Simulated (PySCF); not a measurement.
Compound: C7H6O.
SMILES: `C#CCC#CC(C)=O`

The closed-shell ground state was solved at several levels (PySCF, density fitting, gas phase, non-relativistic). Geometry: PBE0-D3(BJ)/def2-SVP; no solvent, vibrations or thermal averaging.

```
        level  basis functions  HOMO (eV)  LUMO (eV)  gap (eV)  dipole (D)
 KT2/pcSseg-1              166      -6.23      -2.49      3.74        3.09
PBE0/pcSseg-1              166      -7.73      -1.54      6.19        3.21
  B3LYP/pcJ-1              276      -7.44      -1.74      5.70        3.20
```

Question: What might CAM-B3LYP/def2-SVPD (211 basis functions) give for the same quantities?

Answer: HOMO -9.27 eV, LUMO -0.48 eV, gap 8.79 eV, dipole 3.31 D.

Question: Over all these levels, which gives the widest orbital gap and which the narrowest?

Answer: CAM-B3LYP/def2-SVPD (range-separated hybrid) has the widest, 8.79 eV, and KT2/pcSseg-1 (GGA) the narrowest, 3.74 eV. Functional and basis both differ between the two, so the spread mixes both effects.

Question: How far do the dipole and the HOMO energy spread over the levels?

Answer: The dipole runs from 3.09 to 3.31 D (mean 3.20 D) and the HOMO from -9.27 to -6.23 eV.
